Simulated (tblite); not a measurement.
C₅H₁₁NSi.
SMILES with atom numbers: `[H]/[N:1]=[CH:2]/[SiH2:3][CH:4]1[CH2:5][CH2:6][CH2:7]1` (hydrogens: H8 on N1; H9 on C2; H10, H11 on Si3; H12 on C4; H13, H14 on C5; H15, H16 on C6; H17, H18 on C7)

The geometry is computed with GFN2-xTB (gas phase).

(1) What internal coordinates does the optimisation give?

Answers

(1) 
```csv
bond,length (Å),order
N1=C2,1.256,double
C2–Si3,1.899,single
Si3–C4,1.892,single
"C4–C5, C4–C7",1.542,single
"C5–C6, C6–C7",1.533,single
N1–H8,1.022,single
C2–H9,1.102,single
"Si3–H10, Si3–H11",1.471,single
C4–H12,1.091,single
"C5–H13, C7–H17",1.089,single
"C5–H14, C7–H18",1.089,single
C6–H15,1.089,single
C6–H16,1.089,single
```

Bonds in one row agree within 0.01 Å and their mean is given. Orders are formal, as drawn. A selection of angles:
```csv
angle,degrees
C2–N1–H8,116.3
N1–C2–Si3,120.0
N1–C2–H9,122.9
Si3–C2–H9,117.1
C2–Si3–C4,109.6
C2–Si3–H10,107.3
C4–Si3–H10,111.8
H10–Si3–H11,108.6
Si3–C4–C5,114.7
Si3–C4–H12,110.1
C5–C4–C7,89.0
C5–C4–H12,113.7
C4–C5–C6,89.4
C4–C5–H13,112.9
C4–C5–H14,116.5
C6–C5–H13,112.7
C6–C5–H14,115.9
H13–C5–H14,108.6
C5–C6–C7,89.6
C5–C6–H15,112.5
C5–C6–H16,116.1
H15–C6–H16,108.8
C4–C7–H18,116.6
H17–C7–H18,108.4
```

Dihedral angles: N1–C2–Si3–C4 1° (synperiplanar); C2–Si3–C4–C5 176° (antiperiplanar); Si3–C4–C5–C6 -105° (anticlinal); C4–C5–C6–C7 -12° (synperiplanar); C5–C6–C7–C4 12° (synperiplanar); Si3–C4–C7–C6 105° (anticlinal); H8–N1–C2–Si3 180° (antiperiplanar). The mirror-image conformer, all signs reversed, is as good.

Si3 (SiH2 silicon) is tetrahedral (angles from 107.3° to 111.8°). The 4-membered ring C4–C5–C6–C7 has internal angles of 89.0° to 89.6°; it is puckered, 0.08 Å rms from its mean plane, widest ring torsion 12°. N1 (C=N nitrogen) is bent (angle 116.3°).

Point group: C1 (no symmetry element, even within 0.4 Å). Its GFN2-xTB frequencies are all real (lowest 24 cm⁻¹). One conformer, not necessarily the lowest. 3 starts were optimised and ended at 0.00, 0.17 and 0.38 kcal/mol (GFN2-xTB); the lowest of these is shown.
